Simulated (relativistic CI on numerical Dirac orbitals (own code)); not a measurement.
**One change at a time: Tm³⁹⁺**

Base calculation: Dirac-Coulomb-Breit CI, orbitals from a KLI potential per configuration, model QED (radiative potential, 1s self-energy scaled to tabulated hydrogen-like ionisation energies), unscaled Slater integrals.

Configurations in the expansion (outside the closed core [Ar]): 3d¹⁰4s², 3d¹⁰4s4p, 3d¹⁰4p², 3d¹⁰4s4d, 3d¹⁰4d², 3d¹⁰4s4f, 3d¹⁰4p4d, 3d¹⁰4f², 3d¹⁰4p4f, 3d¹⁰4d4f, 3d¹⁰4s5s, 3d¹⁰4s5p, 3d¹⁰4s5d, 3d¹⁰4s5f, 3d¹⁰4s5g, 3d¹⁰4s6s, 3d¹⁰4s6p, 3d¹⁰4s6d, 3d¹⁰4s6f, 3d¹⁰4s7s, 3d⁹4s²4p, 3d⁹4s²4d, 3d⁹4s²4f, 3d⁹4s²5s, 3d⁹4s²5p, 3d⁹4s²5d. Double excitations out of closed p, d and f shells are left out; levels of such configurations are missing from the list, as are those of other unlisted configurations, and high levels can miss mixing partners. These lack a partner that the ground configuration has and come out too high: 3d⁹4s²4p, 3d⁹4s²4d, 3d⁹4s²4f, 3d⁹4s²5s, 3d⁹4s²5p.

Variants: (1) valence Slater integrals scaled by 0.9; (2) only the first 3 configurations. Shifts of the energy above 3d¹⁰4s² ¹S0, in eV, for the lowest level and the first level of each name with at least 55 % of one term (blank where a level changes its place among those of its configuration and J or its character, or is not in the variant):

```tsv
Level	Base	Δ(1)	Δ(2)
3d¹⁰4s² ¹S0	0.000	0.000	0.000
3d¹⁰4s4p ³P°0	75.179	+0.317	-0.011
3d¹⁰4s4p ³P°1	81.278	-0.137	+0.477
3d¹⁰4s4p ³P°2	143.977	+0.307	+0.027
3d¹⁰4s4p ¹P°1	160.287	-1.282	+1.920
3d¹⁰4p² ³P0	173.401	-0.487	+0.547
3d¹⁰4p² ³P1	236.499	+0.047	+0.094
3d¹⁰4p² ¹D2	237.588	+0.166	+3.337
3d¹⁰4s4d ³D1	285.751	-0.029	
3d¹⁰4s4d ³D2	288.045	-0.133	
3d¹⁰4s4d ³D3	300.138	-0.020	
3d¹⁰4p² ¹S0	316.534	-1.072	+1.590
3d¹⁰4p4d ³F°2	365.019	+0.596	
3d¹⁰4p4d ³D°1	380.904	-0.977
```

At this charge energies of transitions that change n are usually good to better than 1 %, and those within a shell (Δn = 0) to a few per cent.

Ionisation energy from the two ground configurations alone: base 1889.2 eV. The NIST ASD value (theoretical) is 1889 eV.

LS names give the leading component of a level, which can be under half, so a name can repeat, a term be missing and a line seem to break the LS rules.
